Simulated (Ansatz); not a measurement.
Reactions of C2H7AlGeO (`[CH3][GeH]1[CH2][O][AlH]1`).

Gas-phase electronic energies from Ansatz, PBE0-D4/def2-TZVP geometries. CCSD(T)/CBS is the MP2 limit (def2-TZVPP, def2-QZVPP) plus CCSD(T) − MP2 in def2-TZVPP, frozen cores. This one scheme is used for every species, atoms too. No spin–orbit coupling; open shells (•) take unrestricted orbitals. Spin–orbit coupling would lower the free atoms: a little for Al, C, O; clearly for Ge. For Ge outer-core shells are correlated without core-valence functions, so the limit isn't a true one: a few kJ/mol of doubt a bond, and 10 to 20 or more in all where bonds break to atoms. Scalar relativity is left out up to krypton. One conformer a species, not always the lowest.

Question: Order these by ΔE at CCSD(T)/CBS, lowest first. (Estimate.)
A. `[CH3][GeH]1[CH2][O][AlH]1` → `[CH2]1[O][AlH][GeH2]1` + `[CH2]` (triplet)
B. `[CH3][GeH]1[CH2][O][AlH]1` + `CC(=N)O` → `C/N=C(\C)O` + `[CH2]1[O][AlH][GeH2]1`
C. `[CH3][GeH]1[CH2][O][AlH]1` + `[NH2][AlH][SiH2]S` → `CS[SiH2][AlH][NH2]` + `[CH2]1[O][AlH][GeH2]1`
D. `[CH3][GeH]1[CH2][O][AlH]1` + H₂ → `[CH2]1[O][AlH][GeH2]1` + CH₄
E. `[CH3][GeH]1[CH2][O][AlH]1` → Al• + 2 C• + Ge• + 7 H• + O•

Answer: D (-0.42 eV), C (+0.42 eV), B (+0.63 eV), A (+4.80 eV), E (+43.30 eV).

Largest T1 diagnostic: 0.018, for Al•.
